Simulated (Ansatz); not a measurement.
```yaml
crystal:
  periodic: [false, false, false]
  atoms:
    - {symbol: Li, position_ang: [-0.856691, -1.501823, -2.728861]}
    - {symbol: F, position_ang: [-0.971350, -1.688141, -0.913302]}
    - {symbol: Li, position_ang: [-0.938576, -1.617751, 0.934581]}
    - {symbol: F, position_ang: [-0.918401, -1.569439, 2.810276]}
    - {symbol: F, position_ang: [-1.801303, -0.000125, -2.820611]}
    - {symbol: Li, position_ang: [-1.863769, 0.000101, -0.945396]}
    - {symbol: F, position_ang: [-1.952202, 0.000446, 0.901715]}
    - {symbol: Li, position_ang: [-1.744681, 0.000602, 2.718634]}
    - {symbol: Li, position_ang: [-0.854958, 1.500505, -2.729261]}
    - {symbol: F, position_ang: [-0.969390, 1.687130, -0.913692]}
    - {symbol: Li, position_ang: [-0.936742, 1.617531, 0.934134]}
    - {symbol: F, position_ang: [-0.916761, 1.569806, 2.809724]}
    - {symbol: F, position_ang: [0.916695, -1.569761, -2.809783]}
    - {symbol: Li, position_ang: [0.936785, -1.617576, -0.934102]}
    - {symbol: F, position_ang: [0.969386, -1.687086, 0.913661]}
    - {symbol: Li, position_ang: [0.854950, -1.500491, 2.729277]}
    - {symbol: Li, position_ang: [1.744713, -0.000622, -2.718554]}
    - {symbol: F, position_ang: [1.952192, -0.000399, -0.901693]}
    - {symbol: Li, position_ang: [1.863797, -0.000080, 0.945417]}
    - {symbol: F, position_ang: [1.801396, 0.000120, 2.820552]}
    - {symbol: F, position_ang: [0.918391, 1.569453, -2.810342]}
    - {symbol: Li, position_ang: [0.938578, 1.617757, -0.934625]}
    - {symbol: F, position_ang: [0.971325, 1.688151, 0.913320]}
    - {symbol: Li, position_ang: [0.856615, 1.501695, 2.728932]}
basis:
  gaussian: {orbitals: def2-TZVP}
magnetization: {spin_polarized: true, initial_magnetization: 2}
hamiltonian: {xc: pbe0, dispersion: d4}
scf: {omitted_lower_state_checks: [starts]}
output: {orbitals: {seedname: orbitals}}
```

```sh
$ ansatz run in.yaml --threads 4 --pin off --events-out ev --progress --plain --max-ram 6963MiB
```

(1) Does this run fit into the memory that it is given?

Results:

(1) No. It has 540 basis functions, and Ansatz plans for 11 GiB where 7 GiB are given.
